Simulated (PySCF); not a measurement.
Frontier levels across methods

Compound: C2H7NSi2.
Atom-mapped SMILES: `[NH2:1][SiH2:2][C:3]#[C:4][SiH3:5]` (hydrogens: H6, H7 on N1; H8, H9 on Si2; H10, H11, H12 on Si5)

Cartesian coordinates in Å at the PBE0-D3(BJ)/def2-SVP level; atoms count from 1:
```xyz
12
C2H7NSi2 angstrom
N     -2.6272    1.1998    0.3561
Si    -1.9346   -0.3316   -0.0334
C     -0.0843   -0.3734   -0.0455
C      1.1416   -0.3776   -0.0502
Si     2.9743   -0.3999   -0.0644
H     -2.5438    1.9600   -0.3103
H     -2.5405    1.5508    1.3038
H     -2.3847   -1.3220    0.9846
H     -2.3866   -0.7169   -1.3997
H      3.4916   -0.0434    1.2891
H      3.4536   -1.7631   -0.4341
H      3.4803    0.5888   -1.0608
```

Basis pcSseg-2 throughout (PySCF), one geometry. The structure is a single PBE0-D3(BJ)/def2-SVP conformer in the gas phase; no vibrational or solvent corrections.

Problem. How do the orbital energies, the gap and the dipole change with the method?

Solution. 
```json
{"method": "BLYP", "kind": "GGA", "HOMO (eV)": "-6.21", "LUMO (eV)": "-1.53", "gap (eV)": "4.68", "μ (D)": "1.28", "SCF cycles": "16"}
{"method": "OPBE", "kind": "GGA", "HOMO (eV)": "-6.32", "LUMO (eV)": "-1.58", "gap (eV)": "4.74", "μ (D)": "1.32", "SCF cycles": "16"}
{"method": "B97-D", "kind": "GGA", "HOMO (eV)": "-6.32", "LUMO (eV)": "-1.56", "gap (eV)": "4.77", "μ (D)": "1.28", "SCF cycles": "16"}
{"method": "PBE", "kind": "GGA", "HOMO (eV)": "-6.35", "LUMO (eV)": "-1.69", "gap (eV)": "4.66", "μ (D)": "1.30", "SCF cycles": "15"}
{"method": "KT3", "kind": "GGA", "HOMO (eV)": "-6.42", "LUMO (eV)": "-1.66", "gap (eV)": "4.75", "μ (D)": "1.24", "SCF cycles": "16"}
{"method": "KT2", "kind": "GGA", "HOMO (eV)": "-6.42", "LUMO (eV)": "-1.72", "gap (eV)": "4.69", "μ (D)": "1.24", "SCF cycles": "16"}
{"method": "BP86", "kind": "GGA", "HOMO (eV)": "-6.45", "LUMO (eV)": "-1.75", "gap (eV)": "4.70", "μ (D)": "1.29", "SCF cycles": "15"}
{"method": "LDA", "kind": "LDA", "HOMO (eV)": "-6.49", "LUMO (eV)": "-1.88", "gap (eV)": "4.61", "μ (D)": "1.30", "SCF cycles": "15"}
{"method": "B97-2", "kind": "global hybrid", "HOMO (eV)": "-7.45", "LUMO (eV)": "-0.83", "gap (eV)": "6.62", "μ (D)": "1.26", "SCF cycles": "14"}
{"method": "B3LYP", "kind": "global hybrid", "HOMO (eV)": "-7.47", "LUMO (eV)": "-1.00", "gap (eV)": "6.47", "μ (D)": "1.25", "SCF cycles": "15"}
{"method": "PBE0", "kind": "global hybrid", "HOMO (eV)": "-7.73", "LUMO (eV)": "-0.82", "gap (eV)": "6.91", "μ (D)": "1.27", "SCF cycles": "14"}
{"method": "mPW1PW91", "kind": "global hybrid", "HOMO (eV)": "-7.75", "LUMO (eV)": "-0.82", "gap (eV)": "6.93", "μ (D)": "1.27", "SCF cycles": "14"}
{"method": "BHandHLYP", "kind": "global hybrid", "HOMO (eV)": "-8.92", "LUMO (eV)": "0.13", "gap (eV)": "9.04", "μ (D)": "1.23", "SCF cycles": "13"}
{"method": "CAM-B3LYP", "kind": "range-separated hybrid", "HOMO (eV)": "-9.11", "LUMO (eV)": "0.23", "gap (eV)": "9.34", "μ (D)": "1.25", "SCF cycles": "14"}
{"method": "wB97X-D", "kind": "range-separated hybrid", "HOMO (eV)": "-9.61", "LUMO (eV)": "0.93", "gap (eV)": "10.54", "μ (D)": "1.27", "SCF cycles": "14"}
{"method": "LC-wPBE", "kind": "range-separated hybrid", "HOMO (eV)": "-10.54", "LUMO (eV)": "1.34", "gap (eV)": "11.88", "μ (D)": "1.26", "SCF cycles": "13"}
{"method": "HF", "kind": "Hartree–Fock", "HOMO (eV)": "-10.63", "LUMO (eV)": "2.29", "gap (eV)": "12.91", "μ (D)": "1.23", "SCF cycles": "12"}
```

The HOMO spans 4.42 eV, from BLYP down to HF, and the gap runs from 4.61 eV (LDA) to 12.91 eV (HF). Over the methods BLYP (0 %), OPBE (0 %), B97-D (0 %), PBE (0 %), KT3 (0 %), KT2 (0 %), BP86 (0 %), LDA (0 %), B97-2 (21 %), B3LYP (20 %), PBE0 (25 %), mPW1PW91 (25 %), BHandHLYP (50 %), HF (100 %), a straight line through the gap against the share of exact exchange rises by 0.83 eV for each 10 % (correlation coefficient 0.999). The dipole ranges from 1.23 D (BHandHLYP) to 1.32 D (OPBE). This basis has no diffuse functions.
